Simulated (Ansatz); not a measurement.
C2H8SeSi (`[SiH3]CC[SeH]`), relaxed with RKS PBE0-D4/def2-TZVP in Ansatz 0.2.0 from a PBE-D4/def2-SVP geometry. The force threshold is 0.005 eV/Å; the program also tests the step.

Total charge 0; spin multiplicity 1.

Start:

```xyz
12

Si    0.336   -0.371    1.756
C     0.477    0.327   -0.012
C    -0.773    0.084   -0.852
Se   -0.705    0.843   -2.686
H     0.108   -1.860    1.711
H     1.597   -0.096    2.529
H    -0.826    0.262    2.476
H     0.697    1.414    0.052
H     1.365   -0.140   -0.490
H    -1.012   -0.994   -0.945
H    -1.665    0.574   -0.408
H     0.402   -0.043   -3.131
```

**Question.** How much energy does the relaxation release, and in how many steps? (An estimate is asked.)

**Answer.** The calculation gave: 0.04 eV, in 4 steps.

**Question.** Which bonds change most? (Estimate.)

**Answer.** The calculation gave: C3–Se4 from 1.985 to 1.962 Å; Si1–C2 from 1.906 to 1.884 Å; Si1–H7 from 1.506 to 1.488 Å; Si1–H5 from 1.506 to 1.488 Å.

**Question.** Give the relaxed structure. (Best estimate.)

**Answer.** The calculation gave: 
```xyz
12

Si    0.332   -0.365    1.736
C     0.478    0.318   -0.013
C    -0.769    0.077   -0.839
Se   -0.707    0.830   -2.650
H     0.102   -1.835    1.698
H     1.575   -0.094    2.506
H    -0.818    0.269    2.438
H     0.695    1.389    0.043
H     1.348   -0.145   -0.490
H    -0.999   -0.985   -0.934
H    -1.643    0.558   -0.395
H     0.406   -0.017   -3.100
```
